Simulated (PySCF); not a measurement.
# Electron correlation in Bi²⁺ (bismuth, charge +2)

[Xe] 4f14 5d10 6s2 6p1, 2P determinant. All numbers are calculated (PySCF 2.14, scalar relativity through the core potential, in aug-cc-pwCVDZ-PP with ECP60MDF). Frozen: 5s2 5p6 5d10; 3 electrons correlated.

```csv
level,correlation energy (mhartree)
CCSD,-34.94
(T),-0.25
CCSD(T),-35.19
CCSDT,-35.26
```

Diagnostics: T1 = 0.0057, D1 = 0.0139, largest double amplitude 0.074.

Spin-orbit coupling, absent here, splits the open shell strongly.

Cost of the coupled-cluster step: about 0.3 core-seconds, for 3 correlated electrons.

Iterations:

```
CC2 = 0
CCSD nocc = (np.int64(2), np.int64(1)), nmo = (39, 39)
frozen orbitals [[0, 1, 2, 3, 4, 5, 6, 7, 8], [0, 1, 2, 3, 4, 5, 6, 7, 8]]
max_cycle = 100
direct = 0
conv_tol = 1e-08
conv_tol_normt = 1e-06
diis_space = 8
diis_start_cycle = 0
Init t2, MP2 energy = -0.0258901543753646
Init E_corr(UCCSD) = -0.0258901543770398
cycle = 1  E_corr(UCCSD) = -0.0321525548129958  dE = -0.00626240044  norm(t1,t2) = 0.0348721
cycle = 2  E_corr(UCCSD) = -0.0339895402352003  dE = -0.00183698542  norm(t1,t2) = 0.0122092
cycle = 3  E_corr(UCCSD) = -0.0349447571103316  dE = -0.000955216875  norm(t1,t2) = 0.00465558
cycle = 4  E_corr(UCCSD) = -0.03493428178171  dE = 1.04753286e-05  norm(t1,t2) = 0.000450802
cycle = 5  E_corr(UCCSD) = -0.0349368169673882  dE = -2.53518568e-06  norm(t1,t2) = 4.24465e-05
cycle = 6  E_corr(UCCSD) = -0.0349363260343704  dE = 4.90933018e-07  norm(t1,t2) = 5.65814e-06
cycle = 7  E_corr(UCCSD) = -0.0349365227511663  dE = -1.96716796e-07  norm(t1,t2) = 1.01754e-06
cycle = 8  E_corr(UCCSD) = -0.0349364647543671  dE = 5.79967993e-08  norm(t1,t2) = 2.33116e-07
cycle = 9  E_corr(UCCSD) = -0.0349364692800961  dE = -4.52572906e-09  norm(t1,t2) = 4.53378e-08
UCCSD converged
E(UCCSD) = -212.7619362461901  E_corr = -0.03493646928009611
UCCSD(T) correction = -0.000251279838969159
```
